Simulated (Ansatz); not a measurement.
`CN[SiH2][SiH3]` + `CC[TeH]` → `CC[Te][SiH3]` + `CN[SiH3]`  (cleavage of the Si–Si bond)

Gas-phase electronic energies from Ansatz, PBE0-D4/def2-TZVP geometries. CBS: MP2 limit from def2 TZ/QZ plus the TZ coupled-cluster correction, frozen cores. DFT in def2-TZVPP. B3LYP here is the variant with VWN-RPA as its local correlation; programs differ in this. Elements past krypton have def2 core potentials. For Te outer-core shells are correlated without core-valence functions, which leaves a few kJ/mol of doubt a bond. One conformer a species, not always the lowest.

`CN[SiH2][SiH3]`:

```xyz
13

C     1.636   -1.048   -0.399
N     1.354    0.240    0.198
Si   -0.139    0.592    0.982
Si   -2.046    0.486   -0.395
H     1.213   -1.839    0.225
H     2.715   -1.223   -0.449
H     1.224   -1.171   -1.409
H     1.829    1.006   -0.252
H    -0.026    1.966    1.542
H    -0.331   -0.389    2.089
H    -2.175   -0.861   -1.021
H    -1.964    1.490   -1.494
H    -3.289    0.749    0.384
```

`CC[TeH]`:

Cartesian coordinates in Å:
```
C -0.612 0.375 0.931
C -0.144 -0.288 -0.347
Te 1.905 0.256 -0.750
H -0.010 0.067 1.789
H -1.650 0.103 1.141
H -0.564 1.465 0.860
H -0.734 0.030 -1.205
H -0.179 -1.374 -0.272
H 1.987 -0.633 -2.148
```

`CC[Te][SiH3]`:

```xyz
12

C    -0.468    1.718   -1.402
C     0.078    0.783   -0.345
Te   -1.005   -1.094   -0.362
Si    0.331   -2.099    1.472
H    -0.373    1.293   -2.404
H     0.082    2.664   -1.389
H    -1.523    1.945   -1.232
H    -0.028    1.199    0.656
H     1.126    0.543   -0.521
H    -0.207   -3.465    1.696
H     1.771   -2.183    1.107
H     0.215   -1.305    2.724
```

`CN[SiH3]`:

Z-matrix (Å, degrees):
```
C
N 1 1.447
H 1 1.093 2 109.5
H 1 1.094 2 110.9 3 -117.8
H 1 1.098 2 113.8 3 120.2
Si 2 1.716 1 123.0 3 -36.9
H 2 1.007 1 113.6 3 170.5
H 6 1.486 2 107.4 1 175.3
H 6 1.488 2 108.6 1 55.3
H 6 1.496 2 115.3 1 -64.3
```

CCSD(T)/CBS gives -64.4 kJ/mol.

Task: Another level gave -57.9 kJ/mol. Which?
A. MP2/def2-TZVPP
B. B3LYP/def2-TZVPP
C. PBE/def2-TZVPP
D. ωB97M-V/def2-TZVPP

Result: B. B3LYP -57.9, PBE -51.3, MP2/def2-TZVPP -72.4, ωB97M-V -62.9 kJ/mol.

Largest T1 diagnostic among the species: 0.012.

From BLYP to BHLYP (50 % exact exchange), in def2-TZVPP and without D4, ΔE moves by −8.1 kJ/mol. At CCSD(T), def2-SVP lies +5.2 kJ/mol from the extrapolated value and def2-TZVPP +5.2 kJ/mol.
